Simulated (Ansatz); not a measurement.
Born–Oppenheimer molecular dynamics of GaH7SSi (10 atoms, charge 0, multiplicity 1). It starts at the highest image of a converged band. Of that band: Neighbouring images differ by up to 1.2 eV, so the band resolves the path poorly. A vibrational analysis at the climbing image gives one clearly imaginary mode, 1219i cm⁻¹: a first-order saddle point.

Computed with RKS BHLYP-D4/def2-SVP in Ansatz 0.2.0.

```
ensemble                      : NVE (velocity Verlet)
time step                     : 0.5 fs
steps asked                   : 200
starting velocities drawn for : 300 K
seed                          : 5373
```

First frame:

```xyz
10
Properties=species:S:1:pos:R:3
Ga -0.479 -1.267 0.009
Si 1.220 0.694 -0.427
H -0.741 -1.892 -1.385
H -0.060 -1.878 1.372
H -0.637 0.551 -0.026
S -2.271 0.377 0.370
H 1.033 1.543 -1.628
H 1.581 1.550 0.729
H 2.348 -0.241 -0.684
H -1.993 0.563 1.669
```

Question: What does the run give?

Answer: The run went to its last step.

```json
{
  "steps done": "200",
  "time covered": "100 fs",
  "mean temperature over the second half": "1547 K",
  "spread of the potential energy over the second half": "8.4 meV per atom",
  "mean potential energy of the second half above the start": "-129.0 meV per atom"
}
```

The conserved energy stayed within 0.3 meV per atom of its start (net change 0.042 meV per atom), so the integration is sound. The kinetic energy rose, since the run started high on the potential surface and went downhill. It ends in pieces (GaH3S + H4Si), so much of that is their flight and rotation, not heat. A run of 0.1 ps of so small a system gives no equilibrium averages. The orbitals stay closed-shell, which can raise the energy where a bond breaks towards radicals; this wasn't checked here.

Question: What happens to the structure?

Answer: Between its relaxed ends the band would form Si2–H5 and break Ga1–Si2, H5–S6. These pairs go: Si2–H5 1.91 → 1.39 Å, Ga1–Si2 2.63 → 4.74 Å, H5–S6 1.69 → 6.42 Å. In the last frame they stand as after the step (other bonds may differ from the relaxed reactants and products). Also parted: Ga1–H5 1.83 → 5.56 Å. It ends as GaH3S + H4Si. Pairs count as bonded within 1.25 times the sum of covalent radii (0.12 Å more for H–H). This is one draw of velocities; another would differ in detail.

Question: How do temperature and energy run in time?

Answer: 
| time (fs) | T (K) | potential energy less start (eV) | conserved less start (meV/atom) |
| --- | --- | --- | --- |
| 0.0 | 300 | 0.000 | 0.00 |
| 5.0 | 240 | 0.063 | 0.07 |
| 10.0 | 510 | -0.217 | 0.02 |
| 15.0 | 627 | -0.338 | 0.07 |
| 20.0 | 711 | -0.424 | 0.16 |
| 25.0 | 1103 | -0.830 | 0.05 |
| 30.0 | 1227 | -0.959 | -0.02 |
| 35.0 | 1438 | -1.178 | -0.04 |
| 40.0 | 1410 | -1.146 | 0.13 |
| 45.0 | 1446 | -1.185 | 0.04 |
| 50.0 | 1531 | -1.273 | -0.04 |
| 55.0 | 1492 | -1.231 | 0.10 |
| 60.0 | 1497 | -1.237 | 0.06 |
| 65.0 | 1652 | -1.399 | -0.06 |
| 70.0 | 1565 | -1.307 | 0.10 |
| 75.0 | 1526 | -1.267 | 0.07 |
| 80.0 | 1602 | -1.347 | -0.05 |
| 85.0 | 1555 | -1.297 | 0.06 |
| 90.0 | 1495 | -1.235 | 0.07 |
| 95.0 | 1520 | -1.263 | -0.05 |
| 100.0 | 1471 | -1.210 | 0.04 |

Time of the run: 5.8 min on 2 threads of AMD EPYC 9R14 (Zen 4), with other jobs on the host, peak memory 0.25 GiB.
